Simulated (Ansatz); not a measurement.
Consider the atomization: `CB(C)[SiH2]F` → B• + 2 C• + F• + 8 H• + Si•.

Computed with Ansatz on PBE0-D4/def2-TZVP structures; ΔE is electronic, products minus reactants. CBS: MP2 limit from def2 TZ/QZ plus the TZ coupled-cluster correction, frozen cores. This one scheme is used for every species, atoms too. Functionals use def2-TZVPP. B3LYP here is the variant with VWN-RPA as its local correlation; programs differ in this. HSE06 is defined as in plane-wave codes. No spin–orbit coupling; open shells (•) take unrestricted orbitals. Spin–orbit coupling would lower the free atoms: a little for B, C, F, Si. Each species was taken in one conformer, which may not be the lowest.

`CB(C)[SiH2]F`:

Cartesian coordinates in Å:
```
C -1.093 1.223 -0.302
B -0.089 0.039 -0.163
C 0.273 -0.859 -1.388
Si 0.796 -0.368 1.607
F 0.206 0.526 2.812
H -0.459 2.115 -0.440
H -1.743 1.166 -1.180
H -1.686 1.431 0.591
H 0.179 -0.346 -2.350
H 1.234 -1.377 -1.342
H -0.498 -1.648 -1.392
H 0.618 -1.796 2.000
H 2.263 -0.104 1.548
```

```json
{"level": "LDA (SPW92)", "ΔE (kcal/mol)": "1301.1", "difference from CCSD(T)/CBS": "143.1"}
{"level": "PBE-D4", "ΔE (kcal/mol)": "1171.3", "difference from CCSD(T)/CBS": "13.3"}
{"level": "revPBE-D4", "ΔE (kcal/mol)": "1147.6", "difference from CCSD(T)/CBS": "-10.4"}
{"level": "BLYP-D4", "ΔE (kcal/mol)": "1153.1", "difference from CCSD(T)/CBS": "-4.9"}
{"level": "r2SCAN-D4", "ΔE (kcal/mol)": "1164.3", "difference from CCSD(T)/CBS": "6.3"}
{"level": "B97M-V", "ΔE (kcal/mol)": "1166.0", "difference from CCSD(T)/CBS": "8.0"}
{"level": "PBE0-D4", "ΔE (kcal/mol)": "1160.2", "difference from CCSD(T)/CBS": "2.2"}
{"level": "B3LYP-D4", "ΔE (kcal/mol)": "1160.9", "difference from CCSD(T)/CBS": "2.9"}
{"level": "r2SCANh-D4", "ΔE (kcal/mol)": "1159.6", "difference from CCSD(T)/CBS": "1.6"}
{"level": "r2SCAN0-D4", "ΔE (kcal/mol)": "1153.1", "difference from CCSD(T)/CBS": "-4.9"}
{"level": "HSE06-D4", "ΔE (kcal/mol)": "1160.8", "difference from CCSD(T)/CBS": "2.8"}
{"level": "CAM-B3LYP-D4", "ΔE (kcal/mol)": "1166.7", "difference from CCSD(T)/CBS": "8.7"}
{"level": "ωB97X-V", "ΔE (kcal/mol)": "1162.7", "difference from CCSD(T)/CBS": "4.7"}
{"level": "B2PLYP", "ΔE (kcal/mol)": "1148.9", "difference from CCSD(T)/CBS": "-9.1"}
{"level": "PBE-QIDH", "ΔE (kcal/mol)": "1154.5", "difference from CCSD(T)/CBS": "-3.5"}
{"level": "PBE", "ΔE (kcal/mol)": "1165.6", "difference from CCSD(T)/CBS": "7.6"}
{"level": "BLYP", "ΔE (kcal/mol)": "1140.8", "difference from CCSD(T)/CBS": "-17.2"}
{"level": "r2SCAN", "ΔE (kcal/mol)": "1162.8", "difference from CCSD(T)/CBS": "4.8"}
{"level": "PBE0", "ΔE (kcal/mol)": "1155.4", "difference from CCSD(T)/CBS": "-2.6"}
{"level": "B3LYP", "ΔE (kcal/mol)": "1151.9", "difference from CCSD(T)/CBS": "-6.1"}
{"level": "r2SCAN0", "ΔE (kcal/mol)": "1151.4", "difference from CCSD(T)/CBS": "-6.6"}
{"level": "HSE06", "ΔE (kcal/mol)": "1156.3", "difference from CCSD(T)/CBS": "-1.7"}
{"level": "BHLYP", "ΔE (kcal/mol)": "1132.8", "difference from CCSD(T)/CBS": "-25.2"}
{"level": "CAM-B3LYP", "ΔE (kcal/mol)": "1161.9", "difference from CCSD(T)/CBS": "3.9"}
{"level": "LC-ωPBE", "ΔE (kcal/mol)": "1157.0", "difference from CCSD(T)/CBS": "-1.0"}
{"level": "HF/def2-SVP", "ΔE (kcal/mol)": "900.1", "difference from CCSD(T)/CBS": "-257.9"}
{"level": "MP2/def2-SVP", "ΔE (kcal/mol)": "1110.5", "difference from CCSD(T)/CBS": "-47.5"}
{"level": "CCSD/def2-SVP", "ΔE (kcal/mol)": "1093.8", "difference from CCSD(T)/CBS": "-64.2"}
{"level": "CCSD(T)/def2-SVP", "ΔE (kcal/mol)": "1101.6", "difference from CCSD(T)/CBS": "-56.4"}
{"level": "HF/def2-TZVPP", "ΔE (kcal/mol)": "895.9", "difference from CCSD(T)/CBS": "-262.1"}
{"level": "MP2/def2-TZVPP", "ΔE (kcal/mol)": "1144.2", "difference from CCSD(T)/CBS": "-13.8"}
{"level": "SCS-MP2/def2-TZVPP", "ΔE (kcal/mol)": "1141.9", "difference from CCSD(T)/CBS": "-16.1"}
{"level": "CCSD/def2-TZVPP", "ΔE (kcal/mol)": "1120.7", "difference from CCSD(T)/CBS": "-37.3"}
{"level": "CCSD(T)/def2-TZVPP", "ΔE (kcal/mol)": "1132.5", "difference from CCSD(T)/CBS": "-25.5"}
{"level": "HF/def2-QZVPP", "ΔE (kcal/mol)": "897.5", "difference from CCSD(T)/CBS": "-260.5"}
{"level": "MP2/def2-QZVPP", "ΔE (kcal/mol)": "1159.4", "difference from CCSD(T)/CBS": "1.4"}
{"level": "SCS-MP2/def2-QZVPP", "ΔE (kcal/mol)": "1158.8", "difference from CCSD(T)/CBS": "0.8"}
{"level": "HF/CBS(def2)", "ΔE (kcal/mol)": "897.8", "difference from CCSD(T)/CBS": "-260.2"}
{"level": "MP2/CBS(def2)", "ΔE (kcal/mol)": "1169.8", "difference from CCSD(T)/CBS": "11.8"}
{"level": "CCSD/CBS(def2)", "ΔE (kcal/mol)": "1146.2", "difference from CCSD(T)/CBS": "-11.8"}
{"level": "CCSD(T)/CBS", "ΔE (kcal/mol)": "1158.0", "difference from CCSD(T)/CBS": "0"}
```

Question: What do rigid-rotor, harmonic-oscillator terms from PBE0-D4/def2-TZVP frequencies (298.15 K, 1 bar) make of the CCSD(T)/CBS value? (An estimate is asked.)

Answer: Ansatz gave: ΔZPE = -60.4 kcal/mol, ΔH = +1111.0 kcal/mol, ΔS = 1346 J/(mol·K), ΔG = +1015.1 kcal/mol. Open shells count their whole term as degenerate.

Largest T1 diagnostic among the species: 0.014.

From r2SCAN to r2SCAN0 (25 % exact exchange), in def2-TZVPP and without D4, ΔE moves by −11.4 kcal/mol: exact exchange takes away binding that semilocal exchange gives to molecules. At CCSD(T), def2-SVP lies −56.4 kcal/mol from the extrapolated value and def2-TZVPP −25.5 kcal/mol: correlation converges slowly with the basis, and small sets miss more of it in the bonded molecule than in its fragments.

For atomizations the MP2-based limit and the directly extrapolated one differ by several kJ/mol either way, and by 10 to 25 for some Ge, Se and Sn compounds, so smaller differences from it don't rank the levels.
